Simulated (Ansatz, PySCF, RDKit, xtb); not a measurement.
Noncovalent pair: H2O (SMILES O) (first 3 atoms) with C2H6O (SMILES CCO); geometry from B3LYP-D3(BJ)/def2-TZVP, rigid monomers moved along the line of their centres of mass till H2···O6 is 1.71 Å.
(charge 0, multiplicity 1):
```xyz
12

O     -0.2192     0.3078     0.1725
H      0.3039     0.1022     0.9666
H      0.1251    -0.2641    -0.5197
C     -1.2975     0.4601     3.3301
C     -0.2632    -0.6464     3.2486
O      0.9144    -0.2493     2.5289
H     -2.1885     0.1079     3.8546
H     -1.5870     0.7869     2.3310
H     -0.9081     1.3209     3.8810
H      0.0187    -0.9969     4.2471
H     -0.6555    -1.4991     2.6948
H      1.2937     0.5245     2.9608
```

Monomers are frozen at their geometry in the pair; levels with a basis set take the counterpoise correction. RDKit's UFF carries no charges.

Rows in 6-31G* carry no dispersion term and start afresh at each structure (6-31G* with six Cartesian d functions).

Programs: Ansatz (Gaussian basis) for Hartree–Fock, density functionals and correlated methods; PySCF for 6-31G* rows, the dispersion terms; RDKit for the force fields; xtb for the GFN methods. 

Problem. One of these levels gives 351.0 kJ/mol for the interaction energy. Which?
A. HF/6-31G*
B. r2SCAN-D4/def2-TZVPPD
C. GFN-FF
D. UFF

Solution. D, UFF. The others give -22.4 (GFN-FF), -11.5 (HF/6-31G*), -25.8 (r2SCAN-D4/def2-TZVPPD)

Ansatz is a program for electronic structure.
